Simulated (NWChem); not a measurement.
# SnI$_{3}$ anion; SMILES [I][Sn-]([I])[I]

Computed with NWChem. Sets without diffuse functions describe the anion's extra electron poorly. Geometry: optimised at B3LYP/def2-SVPD. Not confirmed as a minimum by frequencies. def2 effective core potentials on Sn, I; no spin-orbit coupling. Level TPSS/def2-SVP: energy and gradient; each run changes one setting, and changes count from the defaults (medium grid, exact Coulomb integrals, symmetry on).

Question: Which setting moves the energy most, and by about how much (Coulomb fitting, Weigend set; tight SCF thresholds and tolerances; symmetry off; defaults; extra-fine grid)?

Answer: Coulomb fitting, Weigend set, by about 200 μHa.
```csv
setting,size of the energy change (μHa),largest change of a gradient component (μHa/bohr),"time, defaults = 1 (rough)"
defaults,< 10,< 30,about 1
symmetry off,< 10,other frame,3
"Coulomb fitting, Weigend set",200,< 30,0.4
extra-fine grid,< 10,< 30,2
tight SCF thresholds and tolerances,< 10,< 30,about 1
```
